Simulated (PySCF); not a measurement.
# Ho(OH)3 relaxed at several levels

Computed with PySCF 2.14.0, def2-SVP on the ligands, density fitting, scalar-relativistic core potentials, no spin-orbit coupling, vacuum. Each row is relaxed at its own level from the same template. Distances are means of the shortest metal–ligand contacts, charges and spins Mulliken's; removal energies are rigid, with the ligand's formal charge and no counterpoise, so too large; for an anion taken off a cation in vacuum most of it is the attraction of opposite charges, and multiply charged cations can part far more cheaply with an electron moved from ligand to metal. lcecp potentials hold a fixed number of 4f electrons in the core, out of states, spins and gaps.

| level | basis on the metal | point group | M–OH (Å) | charge on M (e) | dipole (D) | removal of one OH (eV) | strongest infrared band, degenerate modes summed (cm⁻¹) | unstable modes (below −25 cm⁻¹) |
| --- | --- | --- | --- | --- | --- | --- | --- | --- |
| TPSS | lcecp-1-SVP with ECP56 | C3v, nearly D3h | 2.045 | 0.96 | 0.08 | 11.31 | – | not given |

Question: What does the calculation give for PBE0, lcecp-1-SVP with ECP56?

Answer: point group: D3h, M–OH (Å): 2.035, charge on M (e): 1.06, dipole (D): 0.00, removal of one OH (eV): 11.33, strongest infrared band, degenerate modes summed (cm⁻¹): 377, unstable modes (below −25 cm⁻¹): 0.
```xyz
7

Ho    0.0000    0.0000    0.1439
O     2.0348    0.0000    0.1445
H     2.9899    0.0000    0.1461
O    -1.0174    1.7622    0.1445
H    -1.4950    2.5894    0.1461
O    -1.0174   -1.7622    0.1445
H    -1.4950   -2.5894    0.1461
```

One start shape was tried for each, so a minimum needn't be the lowest isomer.
